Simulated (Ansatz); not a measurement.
C2H6AlNSi (`[CH3][Al]1[N]=C[SiH2]1`). Charge 0, multiplicity 1.

Cartesian coordinates in Å:
```
C -0.192 -0.324 2.408
Al 0.019 -0.123 0.487
N 1.277 -0.880 -0.655
C 0.902 -0.368 -1.771
Si -0.630 0.811 -1.648
H -1.244 -0.316 2.706
H 0.263 -1.252 2.764
H 0.296 0.504 2.933
H 1.452 -0.618 -2.695
H -0.340 2.212 -2.078
H -1.804 0.355 -2.452
```

Question: Give the diagnostics of a CCSD(T)/def2-TZVPP run (frozen core, Ansatz 0.2.0). (Estimate.)

Answer: The calculation gave: T1 = 0.0139, largest single amplitude 0.019, largest double 0.069, (T) share of the correlation energy 4.5 %, 10 CCSD cycles. The RHF solution is stable towards an unrestricted one. T1 lies under the customary mark of 0.02 for closed shells.
